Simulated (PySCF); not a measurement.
CH8FNOSi2, SMILES C[Si@@H](O)[Si@H](N)F.

Geometry: PBE0-D3(BJ)/def2-SVP. The structure was generated by enumeration; whether it is a known compound was not checked. One conformer was computed; it need not be the lowest.

All values below come from PySCF with PBE0-D3(BJ)/def2-SVP.

Frequencies are harmonic and unscaled.

```
mode  ν (cm⁻¹)  IR (km/mol)   moving atoms (share of kinetic energy)
----  --------  -----------  ---------------------------------------
1           23          2.6   F 22 %, N 20 %, H 19 %, C 17 %, O 17 %
2           73          1.2   F 29 %, C 20 %, H 19 %, N 14 %, O 14 %
3          126         21.0                   H 48 %, Si 28 %, N 9 %
4          159         66.7                                   H 82 %
5          172         10.7                           H 80 %, Si 9 %
6          186         20.2  H 30 %, O 18 %, N 18 %, C 17 %, Si 14 %
7          215          6.4          O 31 %, F 28 %, Si 21 %, H 14 %
8          259         22.3   Si 27 %, H 24 %, O 22 %, C 12 %, F 8 %
9          311         34.2                  H 39 %, Si 30 %, F 18 %
10         338         19.7                          H 76 %, Si 10 %
11         405        165.6                           H 61 %, N 31 %
12         450         11.3                          Si 72 %, H 19 %
13         626         73.6                                   H 93 %
14         671         34.5                  H 50 %, C 32 %, Si 12 %
15         719          7.2                  H 70 %, Si 11 %, C 10 %
16         742         48.8                           H 78 %, C 11 %
17         786         75.4          H 58 %, O 15 %, C 12 %, Si 10 %
18         811        163.2          F 39 %, Si 26 %, H 18 %, N 12 %
19         841        298.7                  H 66 %, Si 14 %, O 10 %
20         883         18.7                   H 67 %, N 14 %, Si 9 %
21         890         74.8                                   H 82 %
22         908         44.6                  H 38 %, Si 35 %, O 16 %
23         917         79.8                  H 52 %, Si 26 %, F 10 %
24         943        175.5                  H 42 %, Si 34 %, N 18 %
25        1259         27.7                           H 78 %, C 22 %
26        1423          6.3                                   H 96 %
27        1428          4.6                                   H 96 %
28        1545         53.0                           H 89 %, N 11 %
29        2224         90.9                                   H 97 %
30        2224        174.2                                   H 97 %
31        3053          1.4                                   H 97 %
32        3157          2.2                            H 91 %, C 9 %
33        3166          1.5                            H 91 %, C 9 %
34        3613         37.9                                   H 96 %
35        3715         43.0                            H 91 %, N 9 %
36        3938         89.6                                   H 94 %
```
